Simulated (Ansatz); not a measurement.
Ideal-gas functions of `C[O][SnH3]` at 298.15 K and 1 bar, from an Ansatz frequency run at PBE0-D4/def2-TZVP.

Molar mass 152.77 g/mol, point group Cs (symmetry number 1), electronic degeneracy 1, moments of inertia 18.785, 160.099, 167.703 u Å². Harmonic wavenumbers (cm⁻¹, unscaled): 84, 127, 193, 499, 501, 569, 690, 697, 712, 1124, 1176, 1196, 1476, 1492, 1494, 1938, 1939, 1985, 2973, 3021, 3080.

Use S(trans) = R[1.5 ln M + 2.5 ln T − 1.1517]; rotational temperatures θ = 24.2544 K / I; S(rot) = R[ln(√π/σ · √(T³/θAθBθC)) + 1.5]; for each mode x = 1.438777 ν̃/T, S = R[x/(eˣ − 1) − ln(1 − e⁻ˣ)] and H = RT x/(eˣ − 1); 1 cm⁻¹ = 0.0119627 kJ/mol; R = 8.31446 J/(mol·K).

Problem. By hand: the entropy, in J/(mol·K).

Solution. Translation 171.6. Rotation: θ = 1.2912, 0.1515, 0.1446 K, giving 103.1. Vibration, mode by mode: 15.88, 12.51, 9.20, 2.76, 2.74, 2.12, 1.33, 1.30, 1.22, 0.24, 0.19, 0.18, 0.05, 0.05, 0.05, 0.01, 0.01, 0.01, 0.00, 0.00, 0.00, in all 49.8. Electronic 0.0. Sum 324.5 J/(mol·K).

Problem. By hand: H − E and G − E in kJ/mol, counted from the electronic energy.

Solution. Zero-point energy ½ × 26966 × 0.0119627 = 161.3; thermal vibration 8.0; translation, rotation and pV give 4 RT = 9.9. H − E = 179.2 kJ/mol, and G − E = 179.2 − 298.15 × 324.5/1000 = 82.5 kJ/mol.

Vibration gives 15 % of the entropy, 28.4 J/(mol·K) of it from the modes under 150 cm⁻¹: soft modes count most, and the harmonic formula is weakest for them.
